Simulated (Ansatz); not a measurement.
Computed with Ansatz on PBE0-D4/def2-TZVP structures; ΔE is electronic, products minus reactants. CBS: MP2 limit from def2 TZ/QZ plus the TZ coupled-cluster correction, frozen cores. This one scheme is used for every species. DFT in def2-TZVPP. For Sc outer-core shells are correlated without core-valence functions, which leaves a few kJ/mol of doubt a bond. Scalar relativity is left out up to krypton. One conformer a species, not always the lowest.

`C[O][Sc]([Cl])[Cl]` + HCl → `[Cl][Sc]([Cl])[Cl]` + CH₃OH  (ligand exchange at the Sc–O bond)

| level | ΔE (kJ/mol) |
| --- | --- |
| BLYP-D4 | -12.1 |
| B97M-V | -21.9 |
| PBE0-D4 | -21.6 |
| MP2/def2-SVP | 6.0 |
| HF/def2-TZVPP | -30.7 |
| CCSD/def2-TZVPP | -16.3 |
| HF/def2-QZVPP | -31.2 |
| HF/CBS(def2) | -31.2 |

Question: What does CCSD(T)/CBS give? (An estimate is asked.)

Answer: Computed: -16.0 kJ/mol. The listed levels differ from it by 3.9, -5.9, -5.6, 22.0, -14.7, -0.3, -15.2, -15.2 kJ/mol.

Largest T1 diagnostic among the species: 0.015.

Leaving LDA and LC-ωPBE aside and taking each functional with its dispersion term where it has one, the values, not all of them listed here, spread over 11.6 kJ/mol, from r2SCAN0-D4 to CAM-B3LYP-D4. LDA lies +8.0 kJ/mol from PBE without D4. At CCSD(T), def2-SVP lies +19.6 kJ/mol from the extrapolated value and def2-TZVPP +1.1 kJ/mol. From PBE to PBE0 (25 % exact exchange), in def2-TZVPP and without D4, ΔE moves by −4.7 kJ/mol.
